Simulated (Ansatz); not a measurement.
System: trichloro(fluoro)silane, sum formula SiCl3F, charge 0, multiplicity 1. 
Coordinates optimised at B3LYP-D3(BJ)/def2-TZVP (Ansatz, a program for electronic structure):
```
Si
F 1 1.5807
Cl 1 2.0251 2 108.32
Cl 1 2.0251 2 108.32 3 120.00
Cl 1 2.0251 2 108.32 3 -120.00
```

Parts of the frozen-core correlation energy in cc-pV(T+d)Z (Ansatz, hartree). Frozen orbitals: 21; correlated occupied orbitals by spin: 16 and 16; virtual: 149 and 149. Spin-orbit coupling is left out. Non-relativistic.

```json
[
 {"term": "reference (HF)", "value": "-1767.22681"},
 {"term": "MP2 opposite-spin", "value": "?"},
 {"term": "MP2 same-spin", "value": "?"},
 {"term": "CCSD correlation", "value": "?"},
 {"term": "(T)", "value": "-0.03892"},
 {"term": "T1 diagnostic", "value": "0.010"},
 {"term": "largest doubles amplitude", "value": "0.021"}
]
```

**Question.** Some entries are withheld; supply them.

**Answer.** 
- MP2 opposite-spin, value: -0.68231
- MP2 same-spin, value: -0.24086
- CCSD correlation, value: -0.96806
